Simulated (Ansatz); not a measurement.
B(Cl)(Me)(OMe) (C₂H₆BClO), SMILES COB(C)Cl.

Geometry: B3LYP-D3(BJ)/def2-SVP. The structure was generated by enumeration, and PubChem lists no compound with its InChIKey, so it may never have been made. One conformer was computed; it need not be the lowest.

Two levels are set side by side: PBE/def2-SVPD (Ansatz, a quantum-chemistry and plane-wave program) and PBE0/def2-SVPD (Ansatz). Energy differences of separate SCF runs at the same geometry; the states with an electron removed or added have multiplicity 2 and 2. Differences are taken from unrounded values.

```
quantity                            PBE0    PBE  PBE minus PBE0
---------------------------------  -----  -----  --------------
vertical ionisation energy (eV)    10.84  10.34           -0.50
vertical singlet–triplet gap (eV)   6.72   6.24           -0.48
```
